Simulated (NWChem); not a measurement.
System: C₃H₄FNSi; SMILES FC1=C[SiH2]C=N1

Input file for NWChem:

```
start job
memory heap 200 mb stack 900 mb global 1100 mb
geometry units angstroms noautosym nocenter noautoz
  F     -0.251249    -2.314493     0.000000
  C     -0.127430    -1.003852     0.000000
  C     -1.160538    -0.140684     0.000000
  Si    -0.377795     1.537643     0.000000
  C      1.337920     0.691385     0.000000
  N      1.217610    -0.585164     0.000000
  H     -2.195259    -0.481127     0.000000
  H     -0.612719     2.370046     1.217167
  H     -0.612719     2.370046    -1.217167
  H      2.351136     1.116057     0.000000
end
basis spherical
  * library def2-svp
end
dft
  xc m05-2x
  iterations 150
end
cosmo
  do_cosmo_smd true
  solvent acetone
end
task dft energy
```

The geometry was optimised at PBE0/def2-SVP. Solvent: acetone.

Level: M05-2X/def2-SVP with SMD (1 M gas to 1 M solution), gas-phase geometry. Reactions with the solvent are ignored.

Give the results of this calculation. (M05-2X/def2-SVP, SMD on the gas-phase geometry.) Quantities: solvation free energy (kcal/mol); cavity-dispersion-structure term (kcal/mol); dipole in solution (D).

The solvation free energy (kcal/mol) comes out as -3.2 and the cavity-dispersion-structure term (kcal/mol) is 1.4. The dipole in solution (D) is 3.72.
